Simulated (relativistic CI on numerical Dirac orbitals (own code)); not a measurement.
# What each ingredient does to the levels of Au XVII

Base calculation: Dirac-Coulomb-Breit CI, KLI orbitals optimised for each configuration, model QED (radiative potential, 1s self-energy scaled to tabulated hydrogen-like ionisation energies), unscaled Slater integrals.

Configurations in the expansion (outside the closed core [Kr] 4d10): 4f14 5s2 5p, 4f14 5s 5p2, 4f14 5s2 5d, 4f13 5s2 5p2, 4f14 5s 5p 5d, 4f14 5s2 5f, 4f14 5s2 5g, 4f14 5s 5p 5f, 4f13 5s2 5p 5d, 4f14 5s2 6s, 4f14 5p2 5d, 4f14 5s 5d2, 4f14 5s2 6p, 4f14 5s 5p 5g, 4f14 5p2 6s, 4f13 5s2 5p 6s, 4f14 5s 5p 6s, 4f14 5s2 6d, 4f14 5s 5d 6s, 4f13 5s2 5p 5f, 4f14 5p3, 4f13 5p4, 4f14 5p 5d2, 4f14 5d3, 4f13 5p2 5d2, 4f14 5d2 5f, 4f14 5d2 5g, 4f14 5p 5f2, 4f14 5d 5f2, 4f13 5p2 5f2, 4f14 5f3, 4f14 5f2 5g, 4f14 5p2 5f, 4f13 5p3 5f. Double excitations out of closed p, d and f shells are left out; levels of such configurations are missing from the list, as are those of other unlisted configurations, and high levels can miss mixing partners. Some configurations lack a partner that the ground configuration has and come out too high, among them 4f13 5s2 5p 5d, 4f13 5s2 5p 6s, 4f14 5s2 6s, 4f14 5s2 6p, 4f14 5s2 6d.

Variants: (1) Breit term removed; (2) one mean potential for all configurations. Shifts of the energy above 4f14 5s2 5p 2P°_1/2, in cm⁻¹, for the lowest level and the first level of each name with at least 55 % of one term (blank where a level changes its place among those of its configuration and J or its character, or is not in the variant):

| Level | Base | Δ(1) | Δ(2) |
| --- | --- | --- | --- |
| 4f14 5s2 5p 2P°_1/2 | 0 | 0 | 0 |
| 4f14 5s2 5p 2P°_3/2 | 180485 | +1934 | -29 |
| 4f14 5s 5p2 4P_1/2 | 321721 | -1429 | -176 |
| 4f14 5s 5p2 4P_3/2 | 458235 | +511 | -123 |
| 4f13 5s2 5p2 4F°_9/2 | 496060 | -3551 | +18143 |
| 4f13 5s2 5p2 2H°_11/2 | 515612 | -3408 | +18056 |
| 4f13 5s2 5p2 2D°_5/2 | 520153 | -3626 | +18058 |
| 4f13 5s2 5p2 2G°_9/2 | 529052 | -3478 | +18065 |
| 4f14 5s 5p2 2D_3/2 | 532812 | +691 | -100 |
| 4f13 5s2 5p2 2P°_1/2 | 544160 | -2390 | +19014 |
| 4f13 5s2 5p2 2H°_9/2 | 546611 | -2137 | +18928 |
| 4f14 5s 5p2 2P_1/2 | 551022 | +417 | -32 |
| 4f13 5s2 5p2 2D°_3/2 | 558080 | -2401 | +19000 |
| 4f13 5s2 5p2 4G°_11/2 | 697341 | -1369 | +20146 |
| 4f14 5s2 5d 2D_3/2 | 714193 | +2878 | -31 |
| 4f13 5s2 5p2 4D°_1/2 | 729686 | -239 | +21043 |
| 4f14 5s 5p2 2S_1/2 | 731432 | +2486 | -18 |
| 4f14 5s2 5d 2D_5/2 | 768342 | +3788 | -52 |
| 4f14 5s 5p 5d 4F°_3/2 | 979649 | +1511 | -2 |
| 4f14 5s 5p 5d 4D°_1/2 | 1050649 | +1708 | -53 |
| 4f14 5s 5p 5d 4F°_7/2 | 1052718 | +2434 | +57 |
| 4f13 5s2 5p 5d 4I_9/2 | 1054648 | -1042 | +21056 |

At this charge transitions that keep the count of f electrons are usually good to a few per cent. Levels that differ in their count of f electrons can be misplaced by several ten thousand cm⁻¹, since the correlation energy of f electrons is missing or only estimated; rates across such gaps can be off by orders of magnitude.

Ionisation energy from one configuration of each of the two ions, the ground ones as tabulated or assumed: base 384.484 eV; Breit term removed 385.057 eV. The NIST ASD value (theoretical) is 392 ± 20 eV.

LS names give the leading component of a level, which can be under half, so a name can repeat, a term be missing and a line seem to break the LS rules.
